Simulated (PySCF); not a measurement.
Cost of one run: shielding job, `C[C@@H](Br)[C@@H](C=O)C(Cl)(Cl)Cl`.

Method: GIAO PBE0/pcSseg-1 NMR shielding, non-relativistic, gas phase (PySCF 2.14.0, density-fitted response routines). Geometry: GFN2-xTB. Work: shieldings, charges and field gradients, density fitting. A driver script takes a list of jobs; this job's settings line and coordinates (Å) are shown.

Input:
```
{"job": {"kind": "nmr", "xc": "PBE0", "basis": "pcSseg-1"}, "charge": 0, "multiplicity": 1}
C     -1.814705     0.057626     0.023440
C     -0.605363     0.125702     0.933313
Br    -0.809612    -1.206716     2.375132
C      0.746185    -0.143571     0.249670
C      0.687269    -1.436493    -0.556771
O      1.025248    -1.574576    -1.690702
C      1.282579     1.027089    -0.578195
Cl     0.366007     1.316272    -2.065688
Cl     1.278293     2.531015     0.385072
Cl     2.976906     0.682950    -1.026006
H     -1.779930     0.865068    -0.703352
H     -2.725127     0.164261     0.610352
H     -1.855699    -0.890212    -0.510394
H     -0.566329     1.083228     1.455863
H      1.489598    -0.315845     1.041251
H      0.297081    -2.276856     0.045605
```

Hardware: an x86-64 server with one thread, no GPU, shared host.

The basis has 245 functions.

Task: Estimate the wall time.

Result: About 59 s. The SCF took 13 cycles.

Task: At this speed, how long would 500 such jobs take on 96 cores, one job a core?

Result: 500/96 gives 6 rounds of 59 s, about 5.9 min of wall time and 8.2 core-hours, if the jobs don't slow each other.

The SCF part of the output:
```
coarse grid: 72192 points
cycle   1  E = -4222.4528509857  dE =  2.804e-01  |g| = 1.175e+00  |ddm| = 3.975e+00
cycle   2  E = -4221.7280253243  dE =  7.248e-01  |g| = 2.151e+00  |ddm| = 3.179e+00
cycle   3  E = -4222.6536432280  dE = -9.256e-01  |g| = 3.083e-01  |ddm| = 2.636e+00
cycle   4  E = -4222.6675915067  dE = -1.395e-02  |g| = 1.229e-01  |ddm| = 3.131e-01
cycle   5  E = -4222.6699834977  dE = -2.392e-03  |g| = 4.530e-02  |ddm| = 1.260e-01
cycle   6  E = -4222.6704313519  dE = -4.479e-04  |g| = 1.163e-02  |ddm| = 5.008e-02
cycle   7  E = -4222.6704578821  dE = -2.653e-05  |g| = 2.821e-03  |ddm| = 1.304e-02
cycle   8  E = -4222.6704596378  dE = -1.756e-06  |g| = 1.169e-03  |ddm| = 3.994e-03
final grid: 147792 points
cycle   9  E = -4222.6705636041  dE =  4.530e-07  |g| = 2.015e-03  |ddm| = 3.577e-03
cycle  10  E = -4222.6705617582  dE =  1.846e-06  |g| = 3.682e-03  |ddm| = 4.348e-03
cycle  11  E = -4222.6705644258  dE = -2.668e-06  |g| = 3.081e-04  |ddm| = 2.819e-03
cycle  12  E = -4222.6705644467  dE = -2.091e-08  |g| = 3.576e-05  |ddm| = 2.945e-04
cycle  13  E = -4222.6705644470  dE = -2.747e-10  |g| = 8.776e-06  |ddm| = 4.595e-05
converged SCF energy = -4222.6705644470
```

On the final grid dE counts from the start density on that grid.

The host was shared with other jobs, so the times are rough.
